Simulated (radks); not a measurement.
Excited configurations of Sb: one electron is placed in a higher orbital outside [Kr] 4d10 5s2 5p2. The ground configuration is [Kr] 4d10 5s2 5p3. Calculated with a radial shooting solver on a logarithmic mesh with Libxc functionals: non-relativistic Kohn-Sham, PBE, spin-polarised, spherical densities, point nucleus; open shells are filled with parallel spins first (spin-orbit coupling, left out, can overturn this in heavy ions); relativity is left out, which matters for an element this heavy. Excitation = E - E(ground); binding = E(ion) - E, where the ion is the core of charge +1; n* = 1/sqrt(2 binding) in atomic units, and the quantum defect is n - n*.

| outer orbital | excitation (eV) | binding (eV) | n* | quantum defect | eigenvalue (eV) | <r> (bohr) |
|---|---|---|---|---|---|---|
| 5f | 8.329 | 0.687 | 4.451 | 0.549 | -0.405 | 27.58 |
| 6s | 5.694 | 3.321 | 2.024 | 3.976 | -1.926 | 6.712 |
| 6p | 6.695 | 2.320 | 2.422 | 3.578 | -1.310 | 8.728 |
| 7s | 7.351 | 1.664 | 2.859 | 4.141 | -1.046 | 13.61 |
| 7p | 7.713 | 1.302 | 3.233 | 3.767 | -0.799 | 16.71 |
| 7d | 8.182 | 0.833 | 4.042 | 2.958 | -0.523 | 24.91 |

Estimate the row for 4f.

Answer. excitation (eV) 8.042; binding (eV) 0.973; n* 3.739; quantum defect 0.261; eigenvalue (eV) -0.475; <r> (bohr) 16.41. The Delta-SCF ionisation energy is 9.015 eV (NIST Atomic Spectra Database: 8.608 eV, measured). Self-interaction in the functional shifts the binding energies and quantum defects, so they are the method's values and not measured ones. Relativity is left out here, which matters for elements this heavy. Open shells are spherical and high-spin; term and fine-structure splittings are not resolved.
